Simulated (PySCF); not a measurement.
Species: [(Cl)3Si]2O.
Cartesian coordinates in Å at the PBE0-D3(BJ)/def2-SVP level; atoms count from 1:
```xyz
9
Cl6OSi2 angstrom
Si    -1.368    0.586    0.469
Cl    -1.934   -1.008    1.599
Cl    -0.840    2.129    1.684
Cl    -2.874    1.154   -0.768
O     -0.093    0.163   -0.464
Si     1.368   -0.559   -0.595
Cl     2.423   -0.265    1.119
Cl     2.340    0.281   -2.164
Cl     1.111   -2.550   -0.906
```

The closed-shell ground state was solved at several levels (PySCF, density fitting, gas phase, non-relativistic).

```json
{"level": "wB97X-D/pcSseg-1", "basis functions": "209", "HOMO (eV)": "-11.67", "LUMO (eV)": "0.93", "gap (eV)": "12.60", "dipole (D)": "0.07"}
{"level": "PBE0/pcSseg-1", "basis functions": "209", "HOMO (eV)": "-9.73", "LUMO (eV)": "-0.79", "gap (eV)": "8.94", "dipole (D)": "0.06"}
```

What might wB97X-D/def2-SVPD (233 basis functions) give for the same quantities?

HOMO -11.52 eV, LUMO 0.70 eV, gap 12.22 eV, dipole 0.02 D.

Over all these levels, which gives the widest orbital gap and which the narrowest?

wB97X-D/pcSseg-1 (range-separated hybrid) has the widest, 12.60 eV, and PBE0/pcSseg-1 (global hybrid, 25 % exact exchange) the narrowest, 8.94 eV. The two share the basis. From the narrowest to the widest the HOMO moves by -1.94 eV and the LUMO by +1.72 eV.

How far do the dipole and the HOMO energy spread over the levels?

The dipole runs from 0.02 to 0.07 D (mean 0.05 D) and the HOMO from -11.67 to -9.73 eV.
